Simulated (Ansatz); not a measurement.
Reaction (ligand exchange at a Zn–I bond): `O[CH2][Zn][I]` + H₂S → `O[CH2][Zn][SH]` + HI

Calculated with Ansatz (gas phase, PBE0-D4/def2-TZVP geometries, no zero-point term in ΔE). CBS: MP2 limit from def2 TZ/QZ plus the TZ coupled-cluster correction, frozen cores. This one scheme is used for every species. Functionals use def2-TZVPP. B3LYP here is the variant with VWN-RPA as its local correlation; programs differ in this. Elements past krypton have def2 core potentials. For I, Zn outer-core shells are correlated without core-valence functions, which leaves a few kJ/mol of doubt a bond. Scalar relativity is left out up to krypton. One conformer a species, not always the lowest.

```json
{"level": "PBE-D4", "ΔE (kJ/mol)": "61.1", "difference from CCSD(T)/CBS": "-8.4"}
{"level": "r2SCAN-D4", "ΔE (kJ/mol)": "64.6", "difference from CCSD(T)/CBS": "-4.9"}
{"level": "PBE0-D4", "ΔE (kJ/mol)": "66.8", "difference from CCSD(T)/CBS": "-2.7"}
{"level": "B3LYP-D4", "ΔE (kJ/mol)": "66.3", "difference from CCSD(T)/CBS": "-3.2"}
{"level": "ωB97X-V", "ΔE (kJ/mol)": "66.2", "difference from CCSD(T)/CBS": "-3.3"}
{"level": "ωB97M-V", "ΔE (kJ/mol)": "65.9", "difference from CCSD(T)/CBS": "-3.6"}
{"level": "B2PLYP", "ΔE (kJ/mol)": "66.4", "difference from CCSD(T)/CBS": "-3.1"}
{"level": "PBE", "ΔE (kJ/mol)": "61.1", "difference from CCSD(T)/CBS": "-8.4"}
{"level": "r2SCAN", "ΔE (kJ/mol)": "64.7", "difference from CCSD(T)/CBS": "-4.8"}
{"level": "PBE0", "ΔE (kJ/mol)": "66.8", "difference from CCSD(T)/CBS": "-2.7"}
{"level": "B3LYP", "ΔE (kJ/mol)": "66.3", "difference from CCSD(T)/CBS": "-3.2"}
{"level": "HF/def2-TZVPP", "ΔE (kJ/mol)": "85.0", "difference from CCSD(T)/CBS": "15.5"}
{"level": "MP2/def2-TZVPP", "ΔE (kJ/mol)": "65.5", "difference from CCSD(T)/CBS": "-4.0"}
{"level": "SCS-MP2/def2-TZVPP", "ΔE (kJ/mol)": "65.8", "difference from CCSD(T)/CBS": "-3.7"}
{"level": "CCSD/def2-TZVPP", "ΔE (kJ/mol)": "65.6", "difference from CCSD(T)/CBS": "-3.9"}
{"level": "CCSD(T)/def2-TZVPP", "ΔE (kJ/mol)": "63.1", "difference from CCSD(T)/CBS": "-6.4"}
{"level": "HF/def2-QZVPP", "ΔE (kJ/mol)": "84.7", "difference from CCSD(T)/CBS": "15.2"}
{"level": "MP2/def2-QZVPP", "ΔE (kJ/mol)": "69.1", "difference from CCSD(T)/CBS": "-0.4"}
{"level": "SCS-MP2/def2-QZVPP", "ΔE (kJ/mol)": "69.1", "difference from CCSD(T)/CBS": "-0.4"}
{"level": "HF/CBS(def2)", "ΔE (kJ/mol)": "84.6", "difference from CCSD(T)/CBS": "15.1"}
{"level": "MP2/CBS(def2)", "ΔE (kJ/mol)": "71.9", "difference from CCSD(T)/CBS": "2.4"}
{"level": "CCSD/CBS(def2)", "ΔE (kJ/mol)": "72.0", "difference from CCSD(T)/CBS": "2.5"}
{"level": "CCSD(T)/CBS", "ΔE (kJ/mol)": "69.5", "difference from CCSD(T)/CBS": "0"}
```

Largest T1 diagnostic among the species: 0.014.

In def2-TZVPP, CCSD(T) changes the Hartree–Fock value by −22.0 kJ/mol (the triples alone add −2.5 kJ/mol) and MP2 by −19.5 kJ/mol. From PBE to PBE0 (25 % exact exchange), in def2-TZVPP and without D4, ΔE moves by +5.7 kJ/mol.

CCSD(T)/CBS has its own doubt, a few kJ/mol and more with outer-core shells, so smaller differences from it don't rank the levels.
